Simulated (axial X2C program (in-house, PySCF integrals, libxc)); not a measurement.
CuN⁺: from the spin-free to the two-component result

Calculated with an axial X2C code built on PySCF integrals. Spin-free means the one-electron spin-free X2C Hamiltonian; two-component (2c) means X2C with spin–orbit coupling and atomic mean-field two-electron Coulomb and Gaunt terms, so the difference of the two also holds small scalar two-electron terms. Basis: Cu dyall-cv3z [9s9p6d3f2g], N dyall-av3z [7s7p3d2f] (cores contracted in-house); Gaussian nuclei, density fitting, unrestricted open shells. Masses: Cu 62.930 u, N 14.003 u.

Spin-free state: M_S = 3/2, Λ = 0 (beyond evenly filled blocks: σα, π+α, π-α); fragments Cu+ + N.

| level | Re (Å) | ωe (cm⁻¹) | De (eV) | μ (D) |
| --- | --- | --- | --- | --- |
| PBE0 | 1.817 | 480.7 | 1.008 | -1.52 |
| MP2 | 1.900 | 328.6 | 0.582 | n/a |
| PW91 | 1.761 | 583.0 | 1.673 | -1.80 |

Correlated methods: 15 electrons correlated (number of frozen shells: Cu 3 s, 2 p; N 1 s), 249 virtual spin orbitals or spinors in MP2.

Dipoles are positive if N is the positive end and refer to the centre of mass.

Two-component determinant lowest at the distance of the search:

Ω = 3/2 (⟨Sz⟩ = 1.50, ⟨Lz⟩ = 0.00 at HF); fragments Cu+ + N.

```tsv
level	Re (Å)	ωe (cm⁻¹)	De (eV)	μ (D)
PBE0	1.818	480.1	1.006	-1.52
MP2	1.902	327.5	0.580	n/a
PW91	1.761	582.5	1.671	-1.80
```

(1) From the two tables, how do the constants change at the MP2 level (2c against spin-free)?

The state is one determinant whose occupation by symmetry is held fixed; it was picked as the lowest of a PBE0 search that is not exhaustive. Dissociation energies refer to the lowest single-determinant-based atoms at the same level and basis. Density functionals use the spin component along the axis (collinear). With several unpaired electrons one determinant need not be a pure state. This is the top spin component of a Σ state; components of lower Ω are not single determinants and can lie lower.

## Answers

(1) At the MP2 level Re increases by 0.002 Å and ωe decreases by 1.1 cm⁻¹; De changes by -0.002 eV.
